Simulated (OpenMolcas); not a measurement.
## 3d along the 19-electron sequence

* Program: OpenMolcas
* Method: RASSCF
* Basis: ANO-RCC-VQZP
* Scalar Hamiltonian: DKH2, point nucleus
* Spin-orbit coupling: state interaction with AMFI integrals over the reference wave functions, term energies averaged over their components

Active space for each ion: 7 electrons in 8 orbitals (RAS1 3p, at most 2 holes; RAS2 3d).

Computed levels in cm-1 above 2D 3/2:

```
                               Level  V4+  Cr5+  Mn6+  Fe7+
                              2D 5/2  637   946  1349  1864
weight of 2D in the lowest level (%)  100   100   100   100
```

Measured, with the error of the calculation in %. Measured levels: V4+ from Sugar and Corliss, J. Phys. Chem. Ref. Data 7, 1191 (1978); Cr5+ from Sugar and Corliss, J. Phys. Chem. Ref. Data 6, 317 (1977); Mn6+ from Corliss and Sugar, J. Phys. Chem. Ref. Data 6, 1253 (1977); Fe7+ from Corliss and Sugar, J. Phys. Chem. Ref. Data 11, 135 (1982).

| Level | V4+ | Cr5+ | Mn6+ | Fe7+ |
| --- | --- | --- | --- | --- |
| 2D 5/2 | 625 (+1.9) | 940 (+0.6) | 1350 (-0.1) | 1836 (+1.5) |

The fine-structure level 2D 5/2 changes by a factor of 2.93 from V4+ to Fe7+. Its fourth root runs 5.02, 5.55, 6.06, 6.57, with steps per unit of Z of 0.52, 0.51, 0.51; equal steps would mean a (Z - σ)^4 law with constant σ.

Without dynamic correlation excited terms often stand tens of per cent too high (terms of higher spin than the ground term too low), and those without a measured partner can miss by more than the paired ones. Active for correlation alone: 3p; no level in the range computed is led by a configuration that opens it, so any true level of that kind is missing. Measured partners are found by configuration, term and J. A level has none where our copy of the source lacks it or the pairing is in doubt (some pairs that miss far off the trend of their configuration count as doubtful), and it then counts in no deviation. Only configurations of the active space appear.
